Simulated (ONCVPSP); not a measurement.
Zn (Z = 30) ONCV: all-electron and pseudo phase curves

ONCVPSP 4.0.1 input, shortened (lines: element, Z, core and valence counts, functional; n l f; lmax; l rc ep ncon nbas qcut; lloc lpopt rc5 dvloc0; l nproj debl; icmod fcfact rcfact), LDA (Perdew-Zunger), non-relativistic:

```
  Zn 30.00    3    4        3      upf
    1    0    2.00
    2    0    2.00
    2    1    6.00
    3    0    2.00
    3    1    6.00
    3    2   10.00
    4    0    2.00
    2
    0    1.20    0.00    3    6    9.80
    1    1.10    0.00    3    6   11.60
    2    1.45    0.00    3    7    9.30
    4    5    1.00    4.00
    0    2    3.40
    1    2    3.30
    2    2    1.60
    1    0.45    0.00
```

The phase is arctan(r·R′/R) of the radial function R(r), unwrapped; energies in Ha, scanned from -6 to 5 Ha. A pole is an energy at which the radial function vanishes at the test radius. The pseudo phase is shifted by a multiple of π to meet the all-electron one at the reference energy, and phase errors are pseudo minus all-electron; the curves can meet again beyond the range given. Levels narrower than the energy grid can be missing from the lists of poles.

```json
{"channel": "s", "radius (bohr)": "1.22", "reference energy (Ha)": "-0.22", "poles, all-electron": "-3.96", "poles, pseudo": "-3.96", "unbroken range about the reference energy with phases within 0.05 rad": "the whole range", "phase error 1 Ha above the reference energy (rad)": "-0.000"}
{"channel": "p", "radius (bohr)": "1.12", "reference energy (Ha)": "-3.02", "poles, all-electron": "-1.86", "poles, pseudo": "-1.86", "unbroken range about the reference energy with phases within 0.05 rad": "the whole range", "phase error 1 Ha above the reference energy (rad)": "-0.000"}
{"channel": "d", "radius (bohr)": "1.47", "reference energy (Ha)": "-0.40", "poles, all-electron": "0.04", "poles, pseudo": "0.04", "unbroken range about the reference energy with phases within 0.05 rad": "the whole range", "phase error 1 Ha above the reference energy (rad)": "+0.000"}
```

Phases in the p channel:

| E (Ha) | all-electron | pseudo |
| --- | --- | --- |
| -5.96 | 0.994 | 0.994 |
| -5.40 | 0.852 | 0.852 |
| -4.84 | 0.580 | 0.580 |
| -4.28 | 0.008 | 0.008 |
| -3.72 | -0.753 | -0.753 |
| -3.16 | -1.198 | -1.198 |
| -2.60 | -1.416 | -1.416 |
| -2.04 | -1.541 | -1.541 |
| -1.48 | -1.627 | -1.627 |
| -0.92 | -1.694 | -1.694 |
| -0.36 | -1.753 | -1.753 |
| 0.20 | -1.811 | -1.811 |
| 0.76 | -1.872 | -1.872 |
| 1.32 | -1.942 | -1.942 |
| 1.88 | -2.029 | -2.029 |
| 2.44 | -2.145 | -2.145 |
| 3.00 | -2.307 | -2.307 |
| 3.56 | -2.547 | -2.547 |
| 4.12 | -2.893 | -2.893 |
| 4.68 | -3.313 | -3.313 |
